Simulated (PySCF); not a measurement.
Changes within a family of molecules, several properties at once.

PySCF, B3LYP/def2-SVPD, density fitting, gas phase; each molecule at its own PBE0-D3(BJ)/def2-SVP geometry, one conformer. Singlet excitations by full TDDFT with frozen cores and triplets by Tamm–Dancoff TDDFT. 

Torsions of the conformers computed, which needn't be the lowest (atom-mapped SMILES):
- `[CH2:1]=[N:2][B:3]1[O:4][BH:5][O:6][BH:7][O:8]1`: C1–N2–B3–O4 92°
- `[BH:1]1[O:2][BH:3][O:4][B:5]([c:6]2[cH:7][cH:8][n:9][cH:10][cH:11]2)[O:12]1`: O4–B5–C6–C7 179°
- `[CH3:1][O:2][B:3]1[O:4][BH:5][O:6][BH:7][O:8]1`: C1–O2–B3–O4 179°
- `[SiH3:1][O:2][B:3]1[O:4][BH:5][O:6][BH:7][O:8]1`: Si1–O2–B3–O4 1°
- `[F:1][C:2]([F:3])([F:4])[O:5][B:6]1[O:7][BH:8][O:9][BH:10][O:11]1`: F1–C2–O5–B6 64°, C2–O5–B6–O7 179°
- `[CH3:1][C:2](=[O:3])[NH:4][B:5]1[O:6][BH:7][O:8][BH:9][O:10]1`: C1–C2–N4–B5 -178°, C2–N4–B5–O6 179°
- `[CH3:1][O:2][CH2:3][B:4]1[O:5][BH:6][O:7][BH:8][O:9]1`: C1–O2–C3–B4 76°, O2–C3–B4–O5 -2°
- `[H]/[N:1]=[CH:2]/[B:3]1[O:4][BH:5][O:6][BH:7][O:8]1`: N1–C2–B3–O4 1°
- `[CH3:1]/[N:2]=[CH:3]/[B:4]1[O:5][BH:6][O:7][BH:8][O:9]1`: N2–C3–B4–O5 -179°
- `[F:1][C:2]([F:3])([F:4])[S:5][B:6]1[O:7][BH:8][O:9][BH:10][O:11]1`: F1–C2–S5–B6 62°, C2–S5–B6–O7 1°
- `[CH3:1][N:2]([CH3:3])[B:4]1[O:5][BH:6][O:7][BH:8][O:9]1`: C1–N2–B4–O5 1°

Reference: `C=NB1OBOBO1`, with HOMO energy -7.44 eV, LUMO energy -1.50 eV, lowest singlet excitation 4.24 eV, lowest triplet excitation 3.65 eV, mean polarisability 67.2 au and dipole moment 2.38 D.

Changes against it:

```json
{"molecule": "[SiH3]OB1OBOBO1", "Δ HOMO energy (eV)": "-1.71", "Δ LUMO energy (eV)": "+0.68", "Δ lowest singlet excitation (eV)": "+3.02", "Δ lowest triplet excitation (eV)": "+3.15", "Δ mean polarisability (au)": "+7.0", "Δ dipole moment (D)": "-1.24"}
{"molecule": "CC(=O)NB1OBOBO1", "Δ HOMO energy (eV)": "-0.04", "Δ LUMO energy (eV)": "+0.63", "Δ lowest singlet excitation (eV)": "+0.78", "Δ lowest triplet excitation (eV)": "+0.90", "Δ mean polarisability (au)": "+14.0", "Δ dipole moment (D)": "+1.29"}
{"molecule": "COCB1OBOBO1", "Δ HOMO energy (eV)": "+0.33", "Δ LUMO energy (eV)": "+0.62", "Δ lowest singlet excitation (eV)": "+1.26", "Δ lowest triplet excitation (eV)": "+1.61", "Δ mean polarisability (au)": "+7.2", "Δ dipole moment (D)": "-1.35"}
{"molecule": "[H]/N=C/B1OBOBO1", "Δ HOMO energy (eV)": "-0.12", "Δ LUMO energy (eV)": "-0.70", "Δ lowest singlet excitation (eV)": "-0.31", "Δ lowest triplet excitation (eV)": "-0.53", "Δ mean polarisability (au)": "-2.5", "Δ dipole moment (D)": "-0.56"}
{"molecule": "C/N=C/B1OBOBO1", "Δ HOMO energy (eV)": "+0.26", "Δ LUMO energy (eV)": "-0.51", "Δ lowest singlet excitation (eV)": "-0.48", "Δ lowest triplet excitation (eV)": "-0.64", "Δ mean polarisability (au)": "+13.6", "Δ dipole moment (D)": "-0.71"}
{"molecule": "FC(F)(F)SB1OBOBO1", "Δ HOMO energy (eV)": "-0.82", "Δ LUMO energy (eV)": "+0.30", "Δ lowest singlet excitation (eV)": "+2.08", "Δ lowest triplet excitation (eV)": "+2.07", "Δ mean polarisability (au)": "+13.0", "Δ dipole moment (D)": "-0.98"}
{"molecule": "CN(C)B1OBOBO1", "Δ HOMO energy (eV)": "+0.52", "Δ LUMO energy (eV)": "+1.01", "Δ lowest singlet excitation (eV)": "+1.43", "Δ lowest triplet excitation (eV)": "+1.92", "Δ mean polarisability (au)": "+13.3", "Δ dipole moment (D)": "-0.15"}
```

Rows whose labels were lost:

| row | Δ HOMO energy (eV) | Δ LUMO energy (eV) | Δ lowest singlet excitation (eV) | Δ lowest triplet excitation (eV) | Δ mean polarisability (au) | Δ dipole moment (D) |
| --- | --- | --- | --- | --- | --- | --- |
| P | -1.34 | +0.77 | +2.98 | +3.13 | -5.4 | -0.61 |
| Q | +0.16 | -0.63 | -0.22 | -0.17 | +40.9 | -0.98 |
| R | -2.42 | +0.28 | +3.14 | +3.22 | -4.7 | -0.90 |

Which row belongs to which of `B1OBOB(c2ccncc2)O1`, `COB1OBOBO1` and `FC(F)(F)OB1OBOBO1`?

P = `COB1OBOBO1`, Q = `B1OBOB(c2ccncc2)O1` and R = `FC(F)(F)OB1OBOBO1`. P and Q are told apart most clearly by the mean polarisability (-5.4 against +40.9 au); P and R are told apart most clearly by the HOMO energy (-1.34 against -2.42 eV); Q and R are told apart most clearly by the mean polarisability (+40.9 against -4.7 au).

Fit a straight line for the change of the lowest singlet excitation against that of the lowest triplet excitation over the labelled rows, and test it on P, Q and R.

Over the 7 labelled rows the slope is 0.883 eV/eV, the intercept +0.04 eV, r = 0.99 and the standard error 0.22 eV. P: predicted +2.81, computed +2.98 eV; Q: predicted -0.11, computed -0.22 eV; R: predicted +2.88, computed +3.14 eV. The mean miss is 0.18 eV, against 1.7 eV for guessing the labelled rows' mean: the line carries over to these rows.
